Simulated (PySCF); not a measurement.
# Bond curve of TbO

Set-up: PySCF, spin-free X2C with a Gaussian nucleus, basis sets Tb x2c-TZVPall, O x2c-TZVPall. Energies in eV from Tb (4f9 6s2) + O in their ground configurations at the same level. State: octet, about 8.2 electrons in the 4f shell (Mulliken), real f orbitals that mix terms.

All columns are PBE0. A positive dipole means Tb(−)O(+).

```tsv
R (Å)	E (eV)	μ (D)	Mulliken charge on Tb (basis-dependent)	HOMO (eV)	LUMO (eV)	Mayer bond order	⟨S²⟩
1.535	-5.405	-1.89	0.43	-4.00	-1.71	2.28	15.76
1.607	-6.368	-2.69	0.49	-4.16	-1.85	2.24	15.76
1.678	-6.918	-3.43	0.55	-4.32	-1.98	2.20	15.76
1.731	-7.118	-3.95	0.59	-4.44	-2.07	2.17	15.76
1.785	-7.174	-4.45	0.62	-4.55	-2.16	2.14	15.77
1.839	-7.114	-4.91	0.65	-4.66	-2.25	2.12	15.77
1.910	-6.896	-5.49	0.67	-4.79	-2.37	2.09	15.77
1.999	-6.465	-6.15	0.69	-4.95	-2.51	2.06	15.78
2.106	-5.807	-6.84	0.70	-5.10	-2.65	2.05	15.79
2.249	-4.824	-7.59	0.69	-5.26	-2.81	2.03	15.84
```

A fit through these points gives, at Re = 1.782 Å, μ = -4.42 D and dμ/dR = -8.97 D/Å; the reduced mass is 14.53 u.

Q: How strong is the fundamental in the double-harmonic approximation, I = 42.26·(dμ/dR)²/μred km/mol?

A: I = 42.26·(-8.97)²/14.53 = 234 km/mol at PBE0.

These are scalar-relativistic numbers at best; spin–orbit coupling would shift them, the dissociation energy most. The state is the lowest single determinant that the PBE0 search found; with open d or f shells the true ground state can be another one.
